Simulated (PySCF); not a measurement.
**Correlation energy of Eu⁴⁶⁺ (europium, charge +46)**

[Ne] 3s2 3p5, 2P determinant. Computed with PySCF 2.14 in an uncontracted even-tempered set (18 s from 9.6 bohr⁻², ratio 2.5; 12 p from 12 bohr⁻², ratio 2.5; 4 d from 54 bohr⁻², ratio 2.7; 4 f from 80 bohr⁻², ratio 2.7), with the spin-free X2C one-electron Hamiltonian (Gaussian nucleus). Frozen: 1s2; 15 electrons correlated; the 21 highest virtual orbitals of each spin left out.

```tsv
level	correlation energy (mhartree)
CCSD	-636.15
(T)	-0.89
CCSD(T)	-637.04
```

Diagnostics: T1 = 0.00039, D1 = 0.0018, largest double amplitude 0.018.

Is a single reference adequate?

Yes, within this model without spin-orbit coupling: T1 lies below 0.03 and no double amplitude reaches 0.07.

At this charge the one-electron X2C treatment keeps the bare 1/r₁₂, with no two-electron picture change or Breit term. The effect here is smaller than on the frozen 1s shell; and a scalar Hamiltonian misses the large spin-orbit splitting of the p shells, which matters for ns² → np² pairs.
